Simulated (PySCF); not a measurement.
BF₃, charge -1, doublet, at a GFN2-xTB geometry (a state made from the parent by changing its charge; the spin is typed, not shown lowest) (in this run its highest filled SCF level lies above zero, so its values depend strongly on the basis, on diffuse functions most of all), atoms displaced at random by about 0.03 Å a coordinate. Base run: TPSS/cc-pVDZ, gradient run with PySCF.

The PySCF input:
```python
from pyscf import gto, scf, dft

mol = gto.Mole()
mol.atom = '''
    B    -0.12410293    0.21925877    0.40581446
    F    -1.02493169   -0.79066268   -0.03736471
    F     0.00795309    1.19838043   -0.56453768
    F     1.16454941   -0.54562617    0.44476406
'''
mol.basis = 'cc-pvdz'
mol.charge = -1
mol.spin = 1
mol.verbose = 4
mol.build()

mf = dft.UKS(mol)
mf.xc = 'tpss'
mf.kernel()
g = mf.nuc_grad_method()
grad = g.kernel()
```

The coordinate followed is x of atom 1.

Variants of this job, named by their change:

| change | dE/dx (Eh/bohr) | net force (Eh/bohr) |
|---|---|---|
| base | -0.025159 | 0.000473 |
| finite difference step (bohr) = 0.01; conv_tol = 1e-11 | -0.024948 | - |
| grids.level = 0; grid_response = on | -0.036953 | 0.000000 |
| grids.level = 5; grid_response = on | -0.025155 | 0.000000 |
| grid_response = on | -0.024951 | 0.000000 |
| finite difference step (bohr) = 0.05; conv_tol = 1e-11 | -0.024881 | - |
| conv_tol = 1e-6 | -0.025317 | 0.000473 |
| density fitting = on | -0.025160 | 0.000473 |
| finite difference step (bohr) = 0.2; conv_tol = 1e-11 | -0.023831 | - |
| finite difference step (bohr) = 1e-4; conv_tol = 1e-11 | -0.024951 | - |
| density fitting = on; auxbasis_response = off | -0.025153 | 0.001288 |
| conv_tol = 1e-11 | -0.025159 | 0.000473 |

The net force is zero for an exact gradient.

Open shells are given as the SCF converged; they aren't shown to be the lowest states, and a large step between rows can be another state.
